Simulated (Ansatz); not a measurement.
H6Si3, SMILES `[SiH3][Si][SiH3]` (excited triplet) (charge 0, multiplicity 3). This triplet is an excited state, 0.38 eV above the relaxed singlet at the level frozen-core CCSD(T)/cc-pVTZ // PBE0-D3(BJ)/def2-TZVP (Ansatz, a program for electronic structure).

Method: frozen-core CCSD(T)/cc-pVTZ // PBE0-D3(BJ)/def2-TZVP run with Ansatz.

Ansatz 0.2 input:
```yaml
crystal:
  periodic: [false, false, false]
  atoms:
    - { symbol: Si, position_ang: [-1.921148, 0.732686, 0.143178] }
    - { symbol: Si, position_ang: [0.068064, 0.522732, -1.030843] }
    - { symbol: Si, position_ang: [1.924565, -0.70464, -0.377921] }
    - { symbol: H, position_ang: [-2.594057, -0.586001, 0.301621] }
    - { symbol: H, position_ang: [-1.684958, 1.309616, 1.49536] }
    - { symbol: H, position_ang: [-2.818017, 1.641204, -0.617878] }
    - { symbol: H, position_ang: [2.971319, -0.558026, -1.422812] }
    - { symbol: H, position_ang: [2.464916, -0.209658, 0.918207] }
    - { symbol: H, position_ang: [1.589316, -2.147915, -0.231262] }
basis:
  gaussian: { orbitals: cc-pVTZ }
correlation:
  method: ccsd_t
magnetization:
  spin_polarized: true
  initial_magnetization: 2
```

Output:

```
Functional definition: HF
1072 factors; integrals over basis functions are off by at most 8.0e-4 eV
mean field evaluation 1: about -23678.9642 eV, gradient 1.1e1 eV
mean field evaluation 2: about -23678.9760 eV, gradient 1.1e1 eV
mean field evaluation 4: about -23681.1185 eV, gradient 1.2e0 eV
mean field evaluation 8: about -23681.1532 eV, gradient 2.1e-3 eV
mean field evaluation 16: about -23681.1332 eV, gradient 2.2e-1 eV
mean field -23681.15316320 eV, -870.2663270853 hartree, gradient 3.1e-6 eV, S^2 2.018556; 0 other end points of the search recorded, 0 dependent functions left out
15 core orbitals not correlated
reference -23681.15316320 eV, -870.2663270853 hartree; 10, 8 occupied and 161, 163 virtual orbitals, 1072 factors
second order -9.12408124 eV of doubles, -0.00000000 eV of singles
cycle   1  -10.34466698 eV  change    -1.2e0 eV  update   9.0e-2
cycle   2  -10.80007555 eV  change   -4.6e-1 eV  update   3.3e-2
cycle   3  -10.83512428 eV  change   -3.5e-2 eV  update   1.2e-2
cycle   4  -10.83144481 eV  change    3.7e-3 eV  update   5.0e-3
cycle   5  -10.83012101 eV  change    1.3e-3 eV  update   1.9e-3
cycle   6  -10.83035579 eV  change   -2.3e-4 eV  update   6.6e-4
cycle   7  -10.83068508 eV  change   -3.3e-4 eV  update   2.7e-4
cycle   8  -10.83077513 eV  change   -9.0e-5 eV  update   8.8e-5
cycle   9  -10.83076796 eV  change    7.2e-6 eV  update   3.4e-5
cycle  10  -10.83075795 eV  change    1.0e-5 eV  update   1.4e-5
perturbative correction -0.39545323 eV, -0.0145326380 hartree
Total energy: -23692.37937437 eV, -870.6788827366 hartree
```
